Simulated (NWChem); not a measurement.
System: tetramethylsilane (C4H12Si); SMILES C[Si](C)(C)C

Input file for NWChem:

```
start job
memory heap 200 mb stack 700 mb global 900 mb
geometry units angstroms noautosym nocenter noautoz
  C     -0.993487    -1.063132    -1.200325
  Si    -0.000282     0.000160    -0.000133
  C     -1.173277     0.834361     1.218711
  C      1.217544    -1.087586     0.944054
  C      0.947662     1.316426    -0.962570
  H     -1.560183    -1.842767    -0.666383
  H     -0.334774    -1.565954    -1.926436
  H     -1.715279    -0.454559    -1.768373
  H     -0.622211     1.464744     1.934933
  H     -1.742056     0.088804     1.797171
  H     -1.899436     1.477595     0.696240
  H      0.692520    -1.868832     1.516833
  H      1.918480    -1.589593     0.257987
  H      1.813102    -0.493774     1.655870
  H      1.642142     0.859003    -1.685417
  H      0.261561     1.969835    -1.524993
  H      1.539641     1.954845    -0.287334
end
basis spherical
  * library pcsseg-1
end
dft
  xc kt2
  iterations 150
end
property
  shielding 3 1 2 6
end
task dft property
```

Structure relaxed at the PBE0/def2-SVP level. No frequency run checked for a minimum.

GIAO values for the isolated, static molecule; σ is the absolute isotropic shielding.

Atoms are numbered as in the input.

### Question
Predict the main results of this run. (KT2/pcSseg-1, GIAO.) Quantities: σ C1 (ppm); σ Si2 (ppm); σ H6 (ppm).

### Answer
The σ C1 (ppm) is 183.2 and the σ Si2 (ppm) is 360.9. The σ H6 (ppm) comes out as 31.18.
